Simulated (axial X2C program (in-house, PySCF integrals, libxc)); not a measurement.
# Nuclear properties of TlSe

Calculated with an in-house all-electron X2C program for linear molecules (integrals from PySCF): two-component X2C with atomic mean-field Coulomb and Gaunt terms, Gaussian nuclei, basis Tl dyall-cv3z, Se dyall-cv3z with contracted cores.

R = 2.697 Å (near the PBE0 minimum at charge 0 of the determinant lowest at the starting distance; the state shown can have its own minimum elsewhere).

Determinant lowest in the PBE0 search, Ω = 3/2 (⟨Sz⟩ = 0.50, ⟨Lz⟩ = 1.00 at PBE0), spin on the atoms Tl -0.01, Se 0.51:

```tsv
level	Eeff magnitude (GV/cm)	Ws magnitude Tl (kHz)	A∥/gI Tl (MHz)	qzz Tl (a.u.)	A∥/gI Se (MHz)	qzz Se (a.u.)	μ (D)
PBE0	1.94	1.6	87.1	-9.25	381	-1.95	-3.24
HF	7.76	6.39	123	-10.08	379	-1.89	-3.63
B3LYP	1.68	1.34	80.8	-9.01	402	-2.06	-3.15
PBE50	2.66	2.21	81.6	-9.72	387	-1.83	-3.47
r2SCAN	1.49	1.29	154	-9.20	402	-2.17	-3.12
```

Eeff is the effective electric field on the electron electric dipole moment in this Ω state and Ws the scalar–pseudoscalar constant of the nucleus named (defined with the proton number Z and per Ω); A∥ (defined per Ω) follows by multiplying with gI = μI/(I μN); qzz is the electric field gradient, eQq0 = 234.96 MHz × Q/barn × qzz; μ is positive if the Se end (last atom) is positive. The operators were transformed with the bare-nucleus X2C matrices; with these basis sets, hyperfine constants and field gradients can be off by tens of per cent, and where levels differ in sign neither size nor sign is settled.

(1) With gI(205Tl) = 3.2764, gI(77Se) = 1.0701 (g factors from the IAEA table of nuclear moments by Stone), turn the PBE0 values of the first state into constants in MHz.

Each state is one determinant with collinear spin. Unrestricted Hartree–Fock can overshoot spin polarisation at the nuclei. Where Eeff spreads by more than a factor of two the levels disagree and none is to be relied on. The search compared states at one distance, so a state with another bond length can lie lower. Further determinants of the search, some of them spin-mixed, are not shown.

Answers

(1) A∥(205Tl) = 87.1 × 3.2764 = 285 MHz; A∥(77Se) = 381 × 1.0701 = 408 MHz.
